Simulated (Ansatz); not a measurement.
# Redistribution: C2H4Br2 + C5H12 → C3H7Br + C4H9Br

Gas-phase species: C2H4Br2 (1,1-dibromoethane) `CC(Br)Br`, singlet; C5H12 (pentane) `CCCCC`, singlet; C3H7Br (2-bromopropane) `CC(C)Br`, singlet; C4H9Br (1-bromobutane) `CCCCBr`, singlet. The partners trade Br for CH3; both sit on C, so the bond types are kept.

Shapes, held fixed at every level: PBE0-D4/def2-TZVP. Flexible molecules stand in one conformer, not always the lowest. Programs: Ansatz 0.2.0. Electronic energies: no zero-point or thermal term.

```csv
level,kind,ΔE (kJ/mol),less CCSD(T)/def2-TZVPP
HF/def2-SVP,Hartree–Fock,-36.9,-7.8
PBE-D4/def2-TZVPP,GGA,-24.9,+4.2
PBE0-D4/def2-TZVPP,global hybrid,-27.9,+1.2
r2SCAN0-D4/def2-TZVPP,global hybrid,-30.4,-1.3
CCSD/def2-SVP,coupled cluster or CI,-28.4,+0.7
CCSD/def2-TZVPP,coupled cluster or CI,-29.9,-0.8
CCSD(T)/def2-TZVPP,coupled cluster or CI,-29.1,0.0
```

The highest level, CCSD(T)/def2-TZVPP, gives ΔE = -29.1 kJ/mol; the levels span -36.9 to -24.9. The column of differences is taken from that level and isn't an error. No measured value is set beside it here. Relativity is left out for Br. Outer-core shells of Br are correlated, in sets that cover them unevenly.
